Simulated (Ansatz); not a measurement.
Steps of a relaxation of `C[CH]1[CH2][Al]1[CH3]` with RKS PBE0-D4/def2-TZVP.

```sh
$ ansatz run in.yaml --threads 4 --pin off --events-out ev --progress --plain --max-ram 10444MiB
```

```yaml
crystal:
  periodic: [false, false, false]
  atoms:
    - {symbol: C, position_ang: [-1.340638, 0.837964, 1.562733]}
    - {symbol: C, position_ang: [-0.024988, 0.668311, 0.822474]}
    - {symbol: C, position_ang: [0.817588, -0.657819, 1.071215]}
    - {symbol: Al, position_ang: [0.472371, -0.287867, -0.793442]}
    - {symbol: C, position_ang: [0.611862, -0.645020, -2.717050]}
    - {symbol: H, position_ang: [-1.188667, 0.941613, 2.663002]}
    - {symbol: H, position_ang: [-1.894072, 1.736683, 1.217816]}
    - {symbol: H, position_ang: [-2.016029, -0.031807, 1.413992]}
    - {symbol: H, position_ang: [0.627786, 1.559321, 0.958891]}
    - {symbol: H, position_ang: [0.195825, -1.475629, 1.496472]}
    - {symbol: H, position_ang: [1.751043, -0.564975, 1.660798]}
    - {symbol: H, position_ang: [0.818175, -1.713931, -2.928000]}
    - {symbol: H, position_ang: [1.458173, -0.056106, -3.132928]}
    - {symbol: H, position_ang: [-0.301330, -0.340138, -3.267074]}
basis:
  gaussian: {orbitals: def2-TZVP}
hamiltonian: {xc: pbe0, dispersion: d4}
relax: {f_tol: 0.005, max_steps: 150}
```

Positions (Å) and forces (eV/Å) along the path, 9 of 9 steps:

```xyz
14
step=1 energy=-10883.8232 eV
C    -1.341    0.838    1.563   -0.234    0.000    0.174
C    -0.025    0.668    0.822    0.174    0.204   -0.127
C     0.818   -0.658    1.071    0.054   -0.208    0.168
Al    0.472   -0.288   -0.793   -0.015    0.057    0.418
C     0.612   -0.645   -2.717    0.052   -0.025   -0.314
H    -1.189    0.942    2.663   -0.050   -0.054   -0.535
H    -1.894    1.737    1.218    0.289   -0.427    0.145
H    -2.016   -0.032    1.414    0.345    0.402    0.059
H     0.628    1.559    0.959   -0.317   -0.457   -0.031
H     0.196   -1.476    1.496    0.290    0.441   -0.204
H     1.751   -0.565    1.661   -0.521   -0.018   -0.325
H     0.818   -1.714   -2.928   -0.110    0.521    0.110
H     1.458   -0.056   -3.133   -0.397   -0.280    0.188
H    -0.301   -0.340   -3.267    0.439   -0.156    0.273
14
step=2 energy=-10883.8770 eV
C    -1.331    0.829    1.555   -0.090    0.013    0.042
C    -0.027    0.670    0.809    0.107    0.056   -0.083
C     0.809   -0.654    1.062   -0.017   -0.089    0.010
Al    0.471   -0.285   -0.790   -0.003    0.037    0.252
C     0.611   -0.640   -2.703    0.022    0.001   -0.080
H    -1.172    0.929    2.642   -0.008   -0.018   -0.166
H    -1.882    1.718    1.217    0.072   -0.124    0.047
H    -1.993   -0.035    1.407    0.099    0.117    0.015
H     0.624    1.545    0.959   -0.111   -0.127   -0.026
H     0.185   -1.450    1.492    0.100    0.119   -0.073
H     1.726   -0.555    1.651   -0.140   -0.007   -0.115
H     0.808   -1.699   -2.907   -0.030    0.142    0.034
H     1.450   -0.064   -3.119   -0.118   -0.080    0.062
H    -0.292   -0.338   -3.246    0.118   -0.041    0.080
14
step=3 energy=-10883.8837 eV
C    -1.328    0.828    1.545    0.002   -0.008    0.014
C    -0.024    0.670    0.805   -0.004    0.006   -0.049
C     0.808   -0.656    1.059    0.003   -0.021   -0.015
Al    0.471   -0.284   -0.780    0.005    0.002    0.011
C     0.608   -0.636   -2.687   -0.004    0.001    0.007
H    -1.169    0.927    2.626   -0.004    0.002    0.017
H    -1.879    1.711    1.208   -0.004    0.009   -0.007
H    -1.985   -0.035    1.397   -0.010   -0.011   -0.003
H     0.620    1.543    0.952    0.015    0.000    0.021
H     0.190   -1.450    1.485   -0.013    0.007    0.016
H     1.725   -0.559    1.637    0.013    0.014    0.006
H     0.800   -1.691   -2.890    0.002   -0.012   -0.003
H     1.444   -0.064   -3.103    0.011    0.007   -0.006
H    -0.293   -0.332   -3.224   -0.011    0.004   -0.006
14
step=4 energy=-10883.8840 eV
C    -1.328    0.826    1.544   -0.003   -0.001    0.001
C    -0.023    0.670    0.803    0.013    0.026   -0.012
C     0.809   -0.655    1.059   -0.012   -0.030    0.003
Al    0.472   -0.284   -0.780    0.005   -0.002    0.004
C     0.607   -0.636   -2.688   -0.002    0.001    0.003
H    -1.170    0.923    2.626    0.001    0.000    0.002
H    -1.878    1.710    1.208   -0.003    0.003   -0.002
H    -1.984   -0.036    1.394   -0.003   -0.004   -0.002
H     0.623    1.541    0.957   -0.005    0.007    0.004
H     0.187   -1.445    1.490    0.005   -0.005    0.005
H     1.725   -0.556    1.637    0.006    0.006   -0.003
H     0.797   -1.692   -2.892    0.000   -0.003   -0.001
H     1.444   -0.065   -3.104    0.002    0.002   -0.002
H    -0.294   -0.331   -3.224   -0.003    0.002   -0.001
14
step=5 energy=-10883.8841 eV
C    -1.328    0.825    1.538    0.007    0.001    0.014
C    -0.019    0.673    0.805    0.016   -0.011   -0.036
C     0.809   -0.657    1.062   -0.007    0.020   -0.025
Al    0.472   -0.285   -0.777    0.006    0.000   -0.011
C     0.606   -0.635   -2.687    0.004   -0.003    0.014
H    -1.177    0.911    2.622    0.000   -0.004    0.016
H    -1.875    1.714    1.210   -0.006    0.006   -0.017
H    -1.985   -0.034    1.375   -0.018   -0.011    0.002
H     0.625    1.543    0.963    0.013    0.021    0.019
H     0.190   -1.441    1.506   -0.018   -0.028    0.014
H     1.732   -0.556    1.629    0.015    0.010    0.008
H     0.794   -1.691   -2.890    0.001   -0.012   -0.004
H     1.441   -0.066   -3.108    0.001    0.005    0.009
H    -0.297   -0.331   -3.221   -0.013    0.006   -0.004
14
step=6 energy=-10883.8843 eV
C    -1.328    0.824    1.536   -0.003    0.006    0.003
C    -0.017    0.675    0.805    0.013   -0.011   -0.005
C     0.809   -0.657    1.062   -0.001    0.013   -0.008
Al    0.474   -0.285   -0.777    0.004    0.001   -0.006
C     0.604   -0.635   -2.686   -0.001   -0.006    0.003
H    -1.179    0.910    2.621    0.001   -0.002   -0.001
H    -1.875    1.712    1.206   -0.002   -0.001   -0.005
H    -1.984   -0.036    1.371   -0.004   -0.002    0.001
H     0.627    1.544    0.969   -0.001    0.004    0.009
H     0.191   -1.440    1.509   -0.005   -0.006    0.004
H     1.733   -0.554    1.628    0.003    0.000   -0.001
H     0.790   -1.692   -2.891   -0.001    0.001   -0.001
H     1.441   -0.067   -3.106   -0.002    0.001    0.005
H    -0.298   -0.327   -3.218   -0.001    0.002    0.000
14
step=7 energy=-10883.8844 eV
C    -1.328    0.823    1.531   -0.002   -0.002    0.001
C    -0.013    0.676    0.806    0.015    0.002    0.007
C     0.811   -0.658    1.064   -0.010    0.003    0.006
Al    0.476   -0.285   -0.775    0.000    0.001   -0.002
C     0.601   -0.636   -2.684   -0.005   -0.006   -0.003
H    -1.185    0.906    2.617   -0.002    0.001   -0.005
H    -1.874    1.711    1.199    0.003   -0.003    0.001
H    -1.984   -0.037    1.361    0.003    0.002    0.000
H     0.631    1.545    0.978   -0.008   -0.004   -0.002
H     0.194   -1.439    1.517    0.006    0.002   -0.002
H     1.739   -0.553    1.624   -0.005   -0.001   -0.002
H     0.783   -1.692   -2.892    0.000    0.006    0.001
H     1.439   -0.068   -3.104    0.000    0.000   -0.001
H    -0.302   -0.323   -3.214    0.004    0.000    0.002
14
step=8 energy=-10883.8844 eV
C    -1.328    0.822    1.528   -0.003    0.003   -0.004
C    -0.010    0.678    0.807    0.004   -0.004    0.009
C     0.811   -0.658    1.065    0.000    0.005    0.003
Al    0.478   -0.285   -0.774    0.000    0.000   -0.001
C     0.599   -0.635   -2.683   -0.003   -0.002   -0.002
H    -1.189    0.904    2.614    0.000    0.000   -0.003
H    -1.873    1.710    1.195   -0.001   -0.001    0.002
H    -1.982   -0.038    1.355    0.003    0.001    0.000
H     0.632    1.546    0.984   -0.003   -0.004   -0.001
H     0.196   -1.437    1.521    0.002    0.003   -0.002
H     1.741   -0.553    1.623   -0.002   -0.003   -0.001
H     0.779   -1.692   -2.891    0.000    0.002    0.001
H     1.437   -0.070   -3.104    0.001    0.000   -0.002
H    -0.304   -0.321   -3.211    0.002   -0.001    0.001
14
step=9 energy=-10883.8844 eV
C    -1.328    0.822    1.526    0.000   -0.001   -0.001
C    -0.008    0.678    0.808    0.000    0.002    0.002
C     0.812   -0.657    1.066    0.000   -0.001    0.001
Al    0.479   -0.284   -0.773    0.001    0.001   -0.001
C     0.598   -0.635   -2.682    0.000    0.001   -0.001
H    -1.192    0.903    2.613    0.000    0.000    0.000
H    -1.873    1.709    1.192    0.000    0.000    0.000
H    -1.981   -0.039    1.351    0.001    0.000    0.000
H     0.634    1.547    0.987   -0.001   -0.001   -0.001
H     0.197   -1.436    1.523    0.000    0.001    0.000
H     1.742   -0.553    1.623    0.000    0.000    0.000
H     0.776   -1.692   -2.890    0.000   -0.001    0.000
H     1.436   -0.071   -3.104    0.000   -0.001   -0.001
H    -0.305   -0.319   -3.210    0.000    0.000    0.000
```

It took 34 s on 4 threads of an Arm Neoverse V1 on a shared host, with 0.57 GiB of host memory at the peak.
